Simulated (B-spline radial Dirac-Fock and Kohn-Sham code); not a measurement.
# Satellites and hypersatellites of the K lines of Rh⁶⁺

System: the Rh⁶⁺ ion, configuration [Kr] 4d3.

Method: ΔSCF Dirac-Fock with Breit, self-energy and vacuum polarisation, finite nucleus, configuration average. Computed with a radial atomic solver. Each two-hole energy is an average over J within one jj subconfiguration, not an observable level; in light atoms, where LS coupling holds, the j-resolved values are not observed lines, and for a K spectator the Kα1 hypersatellite is nearly forbidden. No correlation.

Lines without a spectator: Kα2 (K-L2) 20070.8 eV, Kα1 (K-L3) 20213.3 eV, Kβ3 (K-M2) 22696.2 eV, Kβ1 (K-M3) 22721.4 eV. Shifts in eV with one spectator hole (a dash: not computed, or left out as unreliable):

```tsv
spectator hole	Kα2	Kα1	Kβ3	Kβ1
K (1s)	+507.1	+520.0	+645.2	+647.9
L2 (2p1/2)	+54.3	+67.9	–	+146.4
L3 (2p3/2)	+55.0	+54.6	+132.5	–
M2 (3p1/2)	–	+7.22	+17.17	+20.92
M3 (3p3/2)	+5.58	–	+18.26	+17.69
M4 (3d3/2)	+0.71	-1.56	–	–
M5 (3d5/2)	-1.92	-0.31	–	–
```

With n spectator holes in 2p, averaged over the 2p shell (energies in eV):

```csv
n,KαLⁿ,step,hypersatellite KαʰLⁿ
0,20165.8,–,20681.5
1,20224.1,+58.3,20741.2
2,20283.6,+59.5,20802.1
3,20344.4,+60.8,20864.3
4,20406.4,+62.0,20927.7
5,20469.7,+63.3,20992.5
```
